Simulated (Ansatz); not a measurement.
Total energies of `O=C[SiH](O)O`.

```xyz
9

O    -0.369    2.043    0.249
C    -0.535    1.138   -0.540
Si    0.393   -0.521   -0.222
O    -0.652   -1.767   -0.056
O     1.234   -0.189    1.137
H    -1.223    1.297   -1.402
H     1.259   -0.900   -1.358
H    -1.184   -1.809    0.741
H     1.078    0.710    1.451
```

The species carries charge 0 and has multiplicity 1. The structure was optimised at the PBE0-D4/def2-TZVP level. It is one conformer, not always the lowest. Basis def2-TZVPP, the Gaussian-basis code of Ansatz.

RPA on PBE orbitals: Hartree–Fock energy of these orbitals -553.87141 Eh, correlation -1.53314 Eh (frozen core).

```json
{"functional": "LDA (SPW92)", "kind": "LDA", "energy without D4 (Eh)": "-552.74969", "D4 term (kJ/mol)": "–"}
{"functional": "PBE", "kind": "GGA", "energy without D4 (Eh)": "-555.44618", "D4 term (kJ/mol)": "-16.9"}
{"functional": "revPBE", "kind": "GGA", "energy without D4 (Eh)": "-555.73499", "D4 term (kJ/mol)": "-53.0"}
{"functional": "BLYP", "kind": "GGA", "energy without D4 (Eh)": "-555.83603", "D4 term (kJ/mol)": "-37.6"}
{"functional": "r2SCAN", "kind": "meta-GGA", "energy without D4 (Eh)": "-555.72573", "D4 term (kJ/mol)": "-4.1"}
{"functional": "B97M-V", "kind": "meta-GGA with VV10", "energy without D4 (Eh)": "-555.73948", "D4 term (kJ/mol)": "–"}
{"functional": "PBE0", "kind": "global hybrid, 25 % exact exchange", "energy without D4 (Eh)": "-555.47254", "D4 term (kJ/mol)": "-14.1"}
{"functional": "B3LYP", "kind": "global hybrid, 20 %", "energy without D4 (Eh)": "-555.90817", "D4 term (kJ/mol)": "-27.3"}
{"functional": "r2SCANh", "kind": "meta-GGA hybrid, 10 %", "energy without D4 (Eh)": "-555.70702", "D4 term (kJ/mol)": "-4.3"}
{"functional": "r2SCAN0", "kind": "meta-GGA hybrid, 25 %", "energy without D4 (Eh)": "-555.68026", "D4 term (kJ/mol)": "-4.8"}
{"functional": "HSE06 (plane-wave form)", "kind": "screened hybrid", "energy without D4 (Eh)": "-555.45402", "D4 term (kJ/mol)": "-13.1"}
{"functional": "CAM-B3LYP", "kind": "range-separated hybrid", "energy without D4 (Eh)": "-555.80353", "D4 term (kJ/mol)": "-14.2"}
{"functional": "LC-ωPBE", "kind": "long-range corrected hybrid", "energy without D4 (Eh)": "-555.63239", "D4 term (kJ/mol)": "–"}
{"functional": "ωB97X-V", "kind": "range-separated hybrid GGA with VV10", "energy without D4 (Eh)": "-555.74955", "D4 term (kJ/mol)": "–"}
```

Task: Give the same for BHLYP, ωB97M-V, B2PLYP, PBE-QIDH. (An estimate is asked.)

Result: Computed: 
| functional | kind | energy without D4 (Eh) | D4 term (kJ/mol) |
| --- | --- | --- | --- |
| BHLYP | global hybrid, 50 % | -555.75193 | -20.2 |
| ωB97M-V | range-separated hybrid meta-GGA with VV10 | -555.78756 | – |
| B2PLYP | double hybrid | -555.59176 | – |
| PBE-QIDH | double hybrid | -555.35347 | – |

B3LYP takes the VWN-RPA correlation (the form of Gaussian; ORCA's B3LYP/G). HSE06 is the plane-wave form, built on full-range PBE exchange. The double hybrids freeze the cores in their second-order part.

LC-ωPBE has ω = 0.4 bohr⁻¹.
